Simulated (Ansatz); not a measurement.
`CCC[O][AlH2]` + `C=C[NH][Zn][CH3]` → `[CH3][Zn][NH][AlH2]` + `C=COCCC`  (formal exchange of groups at the Al–O bond)

Calculated with Ansatz (gas phase, PBE0-D4/def2-TZVP geometries, no zero-point term in ΔE). CCSD(T)/CBS adds triple-zeta CCSD(T) − MP2 to the extrapolated MP2 energy (def2 sets, frozen cores). DFT in def2-TZVPP. For Zn outer-core shells are correlated without core-valence functions, which leaves a few kJ/mol of doubt a bond. Scalar relativity is left out up to krypton. Each species was taken in one conformer, which may not be the lowest.

`CCC[O][AlH2]`:

Cartesian coordinates in Å:
```
C 1.635 1.477 0.071
C 0.726 0.429 -0.548
C 0.023 -0.410 0.500
O -0.761 -1.411 -0.087
Al -2.421 -1.699 -0.159
H 2.131 2.075 -0.696
H 2.412 1.014 0.684
H 1.073 2.163 0.712
H 1.298 -0.239 -1.199
H -0.030 0.909 -1.180
H 0.773 -0.886 1.145
H -0.583 0.244 1.145
H -3.400 -0.699 0.587
H -2.878 -2.968 -0.976
```

`C=C[NH][Zn][CH3]`:

Cartesian coordinates in Å:
```
C -0.211 -1.797 -1.332
C 0.840 -1.735 -0.506
N 1.140 -0.726 0.375
Zn 0.142 0.796 0.624
C -0.879 2.401 0.912
H -0.347 -2.645 -1.987
H -0.959 -1.009 -1.379
H 1.548 -2.562 -0.516
H 1.984 -0.892 0.897
H -0.582 2.889 1.843
H -0.730 3.109 0.094
H -1.945 2.170 0.975
```

`[CH3][Zn][NH][AlH2]`:

Cartesian coordinates in Å:
```
C -0.767 0.059 -2.309
Zn -0.507 0.186 -0.404
N -0.224 0.290 1.404
Al 1.214 -0.279 2.259
H 0.155 -0.263 -2.798
H -1.053 1.026 -2.728
H -1.549 -0.663 -2.550
H -0.971 0.715 1.937
H 1.357 -0.134 3.833
H 2.345 -0.937 1.355
```

`C=COCCC`:

Cartesian coordinates in Å:
```
C 0.569 0.868 -2.605
C -0.102 1.596 -1.717
O -0.425 1.274 -0.454
C -0.006 0.006 0.008
C -0.461 -0.161 1.437
C -0.047 -1.508 2.004
H 0.953 -0.122 -2.399
H 0.744 1.282 -3.588
H -0.474 2.587 -1.958
H 1.088 -0.068 -0.065
H -0.434 -0.777 -0.632
H -1.548 -0.050 1.475
H -0.040 0.651 2.037
H -0.380 -1.618 3.038
H 1.040 -1.628 1.993
H -0.477 -2.332 1.429
```

```csv
level,ΔE (kJ/mol)
PBE-D4,32.8
PBE,32.5
MP2/def2-QZVPP,32.8
HF/CBS(def2),43.1
```

What does CCSD(T)/CBS give? (An estimate is asked.)

Ansatz gave: +31.9 kJ/mol. The listed levels differ from it by 0.9, 0.6, 0.9, 11.2 kJ/mol.

Largest T1 diagnostic among the species: 0.014.

In def2-TZVPP, CCSD(T) changes the Hartree–Fock value by −11.8 kJ/mol (the triples alone add −2.7 kJ/mol) and MP2 by −10.6 kJ/mol.

CCSD(T)/CBS has its own doubt, a few kJ/mol and more with outer-core shells, so smaller differences from it don't rank the levels.
